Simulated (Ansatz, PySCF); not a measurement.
ZnH2, SMILES [ZnH2]. Atoms are numbered in the order given.

```xyz
3

Zn     0.0000     0.0000     0.0000
H      0.0000     0.0000    -1.5443
H      0.0000     0.0000     1.5443
```

Geometry: PBE0-D3(BJ)/def2-TZVPD. The isomer is the one that the SMILES or the coordinates give; other isomers of the formula were not compared.

Two levels are set side by side: PBE-D3(BJ)/def2-TZVPD (Ansatz, a quantum-chemistry and plane-wave program) and PBE0-D3(BJ)/def2-TZVPD (Ansatz). Each level has its own optimised geometry; the coordinates shown are those of the second. Frequencies come from the Hessian of PySCF at each geometry. Differences are taken from unrounded values.

```
quantity                            PBE0-D3(BJ)  PBE-D3(BJ)  PBE-D3(BJ) minus PBE0-D3(BJ)
----------------------------------  -----------  ----------  ----------------------------
mean bond length (Å)                      1.544       1.546                         0.002
bond Zn1–H2 (Å)                           1.544       1.546                         0.002
bond Zn1–H3 (Å)                           1.544       1.546                         0.002
highest harmonic wavenumber (cm⁻¹)         1905        1875                           -30
mean harmonic wavenumber (cm⁻¹)            1275        1261                           -14
zero-point energy (kcal/mol)               7.29        7.21                         -0.08
```

Here PBE gives about what the other level gives.
